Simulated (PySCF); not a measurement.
## Electronic structure of Mn²⁺ (manganese, charge +2) at the UHF level

Configuration: [Ar] 3d5, high-spin 6S determinant. Computed with PySCF 2.14 in aug-cc-pVDZ (7s6p4d2f, 59 functions), with the non-relativistic Hamiltonian (point nucleus).

```json
{
  "Total energy": "-1149.107067 hartree",
  "One-electron energy": "-1569.5336 hartree",
  "Hartree (Coulomb) energy": "471.1527 hartree",
  "Exchange energy": "-50.7262 hartree",
  "Kinetic energy": "1149.29949 hartree",
  "⟨S²⟩": "8.7505",
  "⟨L²⟩": "0.000",
  "Sum of ⟨r⟩": "14.88 bohr",
  "Sum of ⟨r²⟩": "15.95 bohr²",
  "Density at the nucleus (Gaussians lack the cusp)": "10500 bohr⁻³",
  "Spin density at the nucleus": "0.0525 bohr⁻³",
  "Langevin diamagnetic susceptibility": "-12.6 ×10⁻⁶ cm³/mol",
  "Time after the integrals": "0.2 s of wall time on 1 thread of Neoverse-V2 (shared host)"
}
```

```tsv
shell	electrons	mean orbital energy (eV)	rms radius, mean of both spins (bohr)
1s α	1	-6562.8	0.0713
1s β	1	-6562.8	0.0713
2s α	1	-811.26	0.305
2s β	1	-807.49	0.305
2p α	3	-694.42	0.274
2p β	3	-690.67	0.274
3s α	1	-126.90	0.925
3s β	1	-115.70	0.925
3p α	3	-91.916	0.990
3p β	3	-78.300	0.990
3d α	5	-35.116	1.24
```
